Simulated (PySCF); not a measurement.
**NMR data sheet: Cu(CO)H**

```yaml
Formula: CHCuO
SMILES: "[H][Cu]<-[C-]#[O+]"
Point_group_of_the_computed_structure: C∞v
Carbon_signals: 1
Proton_signals: 1
```

Bonds (- single, = double, # triple, : aromatic): Cu1-C2 1.850 Å, C2-O3 1.129 Å. Cu1 carries H4. Formal charges: C2 -1, O3 +1.

Computational details: J: PBE/pcJ-1 (pcSseg-1 on Cu), geometry from PBE0-D3(BJ)/def2-SVP, shieldings: GIAO B3LYP/pcSseg-1 (pcSseg-2 on Cu), in PySCF (non-relativistic, single conformer, no solvent model).

δ = σ(ref) − σ, references computed at the same level: ¹H (σref 31.38), ¹³C (σref 179.24) against TMS; H2O for ¹⁷O (σref 334.04).

| carbon | δC, type | δH (multiplicity, J in Hz) | HMBC from (abs. J ≥ 3 Hz) | span of the C tensor (ppm) |
| --- | --- | --- | --- | --- |
| C2 | 167.6, C | – | H4 | 408 |

Other nuclei:
```csv
atoms,nucleus,environment,δ (ppm),σ (ppm)
H4,¹H,hydrogen on a Cu bonded to C,1.01,30.37
O3,¹⁷O,oxygen bonded to C,363.4,-29.4
```

Selected couplings (Hz, signed; the shortest-range and largest first, 30 at most; isotopes ): .

- δH 1.01: hydrogen on a Cu bonded to C.

Shifts are as computed, not scaled to solution data. Of 1211 compounds with measured shifts, 218 miss one by over three times the rms of a fit or turn the order of signals round; such compounds aren't used in these exercises. Unscaled 17O shifts of doubly bonded oxygen tend to come out too high, by tens of ppm or more. Experimental scales use liquid or dissolved standards, which lie at an offset from isolated H2O (liquid H2O: subtract about 36 ppm).
